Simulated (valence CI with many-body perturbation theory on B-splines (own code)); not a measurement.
Bi11+: what the settings do

Computed by relativistic CI+MBPT: four valence electrons over a frozen Dirac-Fock core [Xe] 4f14, a basis of 6 s, 6 p, 5 d, 5 f, 1 g functions for each j, with the one-electron correlation potential Σ1 (screened to all orders), the two-electron term Σ2, the three-electron term Σ3, Breit, model QED; selected single and double excitations, second order for the rest, scaled by the run's own slope (own B-spline code, finite nucleus).

No measured levels were compared; by estimate terms of the open shell hold to 2 to 4 % of their energy, and close levels can change places. Only levels of the ground parity were solved; by the run's estimate the other parity begins above the list, which can be wrong where configurations are misplaced.

The reference run has the lowest level (5d3/2^4) J=0 and an ionisation energy of 208.953 eV. Its largest variational space holds 9997 state functions.

Levels are named by their leading jj configuration (3d3/2^4 stands for four electrons in 3d with j = 3/2), which in mixed levels can hold well under half, so a name can repeat and another be missing. Letters in brackets count levels of one name in rising energy.

Changed runs:
A. logarithmic knot step 0.27 → 0.2
B. size limit of the variational space 10000 → 1500
C. scale of Σ1 1 → 0.8
D. size limit of the variational space 10000 → 300; second order for the rest on → off (bad on purpose)

Excitation energies of the reference run in cm⁻¹, and shifts in cm⁻¹:

```
                    Level  Reference       A         B       C       D
      (5d3/2^3 5d5/2) J=1      20741    +0.9      +0.4    -183   +1006
      (5d3/2^3 5d5/2) J=2      32853    +1.2      -4.5    -245   +1702
      (5d3/2^3 5d5/2) J=4      37720    +1.0      +1.8    -198   +2359
      (5d3/2^3 5d5/2) J=3      38895    +1.3      +2.0    -246   +1980
    (5d3/2^2 5d5/2^2) J=0      55670    +1.6      +0.3    -350    +439
(5d3/2^2 5d5/2^2) J=4 [a]      58328    +1.8      +3.9    -371   +1909
(5d3/2^2 5d5/2^2) J=3 [a]      61962    +1.8      +1.0    -342   +2217
(5d3/2^2 5d5/2^2) J=2 [a]      62018    +1.7       -18    -313   +2296
    (5d3/2^2 5d5/2^2) J=5      67479    +1.9         0    -370   +2141
    (5d3/2^2 5d5/2^2) J=1      69912    +1.9      -3.0    -381   +1863
    (5d3/2^2 5d5/2^2) J=6      71964    +2.0      -0.2    -378   +1851
(5d3/2^2 5d5/2^2) J=4 [b]      77009    +2.0      -1.6    -384   +2354
   Ionisation energy (eV)    208.953  +0.003  +0.00014  -0.378  -0.009
```
